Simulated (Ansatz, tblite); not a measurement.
Forces on the cluster Al2Te2 at its B3LYP-D4/def2-SVP geometry. The state is a singlet with charge 0.

In the def2 sets Te takes a core potential; there is no spin–orbit coupling. The xTB rows come from tblite. Another isomer (singlet) lies 0.66 eV lower at PBE0-D4/def2-TZVP; other spin states weren't run for this one.

GFN1-xTB (tblite), largest force 1.28 eV/Å:

```xyz
4
positions Å, forces eV/Å
Al    2.099    0.550   -0.182   -1.151   -0.262   -0.484
Al   -1.511   -0.500    1.485    0.394    0.198   -1.198
Te   -0.637    1.333   -0.548    0.506   -0.501    0.803
Te    0.049   -1.382   -0.755    0.251    0.565    0.879
```

GFN2-xTB (tblite), largest force 1.19 eV/Å:

```
Al -0.880 -0.204 -0.240
Al 0.399 0.163 -0.830
Te 0.496 -0.977 0.457
Te -0.015 1.017 0.613
```

PBE-D4/def2-TZVP (Ansatz), largest force 0.34 eV/Å:

```
Al -0.203 -0.054 -0.031
Al 0.110 0.046 -0.176
Te 0.118 -0.305 0.082
Te -0.026 0.313 0.125
```
